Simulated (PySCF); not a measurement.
PySCF 2.14 output of an unrestricted M06-L calculation on a single atom or ion in x2c-TZVPall (6s5p4d1f, 48 functions), with scalar relativity by spin-free X2C-1e:

```
SCF conv_tol = 1e-09
number electrons alpha = 15  beta = 13
    Y. Zhao and D. G. Truhlar.,  J. Chem. Phys. 125, 194101 (2006)
    Y. Zhao and D. G. Truhlar.,  J. Chem. Phys. 125, 194101 (2006)
    Y. Zhao and D. G. Truhlar.,  Theor. Chem. Acc. 120, 215 (2008)
cycle= 1 E= -1520.47348549748  delta_E= -0.0122  |g|= 0.166  |ddm|= 0.272
cycle= 2 E= -1520.45901564529  delta_E= 0.0145  |g|= 0.346  |ddm|= 0.24
cycle= 3 E= -1520.47901859244  delta_E= -0.02  |g|= 0.0133  |ddm|= 0.104
cycle= 4 E= -1520.47906797979  delta_E= -4.94e-05  |g|= 0.00211  |ddm|= 0.00859
cycle= 5 E= -1520.47906985751  delta_E= -1.88e-06  |g|= 0.000128  |ddm|= 0.00789
cycle= 6 E= -1520.47906986396  delta_E= -6.46e-09  |g|= 6.32e-06  |ddm|= 0.000343
cycle= 7 E= -1520.47906988133  delta_E= -1.74e-08  |g|= 7.29e-05  |ddm|= 0.000579
cycle= 8 E= -1520.47906986458  delta_E= 1.67e-08  |g|= 1.33e-05  |ddm|= 0.000671
cycle= 9 E= -1520.47906986402  delta_E= 5.6e-10  |g|= 2.69e-07  |ddm|= 0.000101
converged SCF energy = -1520.47906986402  <S^2> = 2.0055858  2S+1 = 3.0037216
```

The run itself started from symmetry-adapted Hartree-Fock orbitals and held the occupation by maximum overlap, on a logarithmic radial grid, so the iterations belong to that start.

Problem. Which element, charge and spin multiplicity is this?

Solution. Ni (nickel, neutral), multiplicity 3; the state was [Ar] 3d8 4s2, high-spin 3F determinant.
